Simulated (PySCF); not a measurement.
2-methylnaphthalene, C₁₁H₁₀.
SMILES with atom numbers: `[CH3:1][c:2]1[cH:3][cH:4][c:5]2[cH:6][cH:7][cH:8][cH:9][c:10]2[cH:11]1`

Cartesian coordinates in Å at the PBE0-D3(BJ)/def2-SVP level; atoms count from 1:
```
atom  x, y, z in Å
C1    -3.2617   -0.5308   -0.7027
C2    -1.8723   -0.0987   -0.3390
C3    -1.6419    1.2264    0.1238
C4    -0.3836    1.6534    0.4682
C5     0.7342    0.7841    0.3729
C6     2.0474    1.1903    0.7201
C7     3.1052    0.3169    0.6141
C8     2.8938   -1.0035    0.1548
C9     1.6304   -1.4255   -0.1897
C10    0.5191   -0.5494   -0.0910
C11   -0.7961   -0.9543   -0.4375
H12   -3.2822   -1.5696   -1.0603
H13   -3.6827    0.1099   -1.4942
H14   -3.9396   -0.4569    0.1632
H15   -2.4890    1.9134    0.2048
H16   -0.2261    2.6758    0.8220
H17    2.2056    2.2124    1.0745
H18    4.1128    0.6411    0.8845
H19    3.7403   -1.6895    0.0739
H20    1.4654   -2.4461   -0.5450
H21   -0.9480   -1.9783   -0.7915
```

Probes without a nucleus sit at each ring's centroid and 1 Å off its mean plane on both sides; NICS is minus the shielding there, NICSzz its component along the normal. Level: GIAO KT2/pcSseg-2 (PySCF, non-relativistic, gas phase) on the PBE0-D3(BJ)/def2-SVP geometry, one conformer.

Ring bond lengths (Å): C2–C3 1.422, C3–C4 1.373, C4–C5 1.419, C5–C10 1.428, C10–C11 1.419, C11–C2 1.378; C5–C6 1.418, C6–C7 1.376, C7–C8 1.414, C8–C9 1.376, C9–C10 1.419, C10–C5 1.428.

**Question.** Give the NICS values of each ring in ppm.

**Answer.** 
```csv
ring,type,NICS(0),"NICS(1), two faces","NICS(1)zz, two faces",rms pucker (Å),"centre to ring atoms, mean (Å)"
C2–C3–C4–C5–C10–C11,6-membered carbocycle; formal bonds all aromatic,-8.5,-10.0 / -10.0,-27.4 / -27.4,0.00,1.41
C5–C6–C7–C8–C9–C10,6-membered carbocycle; formal bonds all aromatic,-8.5,-10.1 / -10.1,-28.3 / -28.3,0.00,1.40
```

**Question.** What can be read from them?

**Answer.** 
- C2–C3–C4–C5–C10–C11: mean NICS(1)zz -27.4 ppm, shielded. The ring is flat and has no four-coordinate atom; by the NICS criterion it is aromatic, though in fused rings the probe also feels the neighbouring ring.
- C5–C6–C7–C8–C9–C10: mean NICS(1)zz -28.3 ppm, shielded, aromatic by this magnetic criterion (flat ring, no four-coordinate atom), though in fused rings the probe also feels the neighbouring ring.

**Question.** What does the geometric index give? HOMA = 1 − mean of α(R − Ropt)² over the ring bonds, with Krygowski's 1993 parameters (CC: Ropt 1.388 Å, α 257.7 Å⁻²).

**Answer.** 
- C2–C3–C4–C5–C10–C11: HOMA 0.78 = 1 − EN − GEO, with mean bond length 1.407 Å, EN = α(Ropt − mean)² = 0.090 and GEO = α × variance = 0.128. The geometric and the magnetic index point the same way.
- C5–C6–C7–C8–C9–C10: HOMA 0.81 = 1 − EN − GEO, with mean bond length 1.405 Å, EN = α(Ropt − mean)² = 0.074 and GEO = α × variance = 0.114. The geometric and the magnetic index point the same way.

**Question.** At the second NICS(1) probe listed for ring C2–C3–C4–C5–C10–C11, 1 Å off the ring, what do the in-plane components average?

**Answer.** The isotropic value is a third of the trace: (3 × -10.0 − (-27.4))/2 = -1.3 ppm.

**Question.** How shielded are the nuclei of the rings and their hydrogens (means over atoms taken as equivalent)?

**Answer.** 
| atoms | environment | σ isotropic (ppm) | principal values of the symmetric part, first atom (ppm) |
| --- | --- | --- | --- |
| C2 | substituted aromatic carbon | 46.7 | -47.2, 19.9, 167.4 |
| C3 | aromatic CH carbon | 56.2 | -41.4, 51.8, 158.2 |
| C4 | aromatic CH carbon | 55.4 | -38.1, 52.2, 152.0 |
| C5 | ring-fusion aromatic carbon | 51.6 | -17.9, -13.5, 186.4 |
| C6 | aromatic CH carbon | 55.6 | -39.1, 51.0, 154.9 |
| C7 | aromatic CH carbon | 58.5 | -43.5, 50.4, 168.6 |
| C8 | aromatic CH carbon | 57.7 | -45.0, 49.3, 168.8 |
| C9 | aromatic CH carbon | 55.8 | -38.1, 51.6, 153.9 |
| C10 | ring-fusion aromatic carbon | 49.7 | -18.4, -15.6, 183.1 |
| C11 | aromatic CH carbon | 55.8 | -31.5, 61.9, 136.8 |
| H15 | aromatic hydrogen | 23.82 | 19.6, 23.5, 28.4 |
| H16 | aromatic hydrogen | 23.49 | 18.9, 23.7, 27.9 |
| H17 | aromatic hydrogen | 23.46 | 19.0, 23.5, 27.9 |
| H18 | aromatic hydrogen | 23.79 | 19.8, 24.6, 26.9 |

The list is cut; further classes of hydrogen are left out.

**Question.** How do the values depend on the level or the medium?

**Answer.** 
```csv
level,"NICS(0), C2–C3–C4–C5–C10–C11","mean NICS(1)zz, C2–C3–C4–C5–C10–C11","NICS(0), C5–C6–C7–C8–C9–C10","mean NICS(1)zz, C5–C6–C7–C8–C9–C10"
"KT2/pcSseg-2, gas",-8.5,-27.4,-8.5,-28.3
"PBE0/pcSseg-1, gas",-8.8,-28.0,-8.9,-29.0
"PBE0/pcSseg-1, IEF-PCM acetonitrile",-8.6,-28.1,-8.7,-28.9
"PBE0/pcSseg-1, IEF-PCM chloroform",-8.6,-28.1,-8.7,-29.0
```

The geometry is the same throughout; the continuum's cavity takes Bondi-type radii × 1.2.
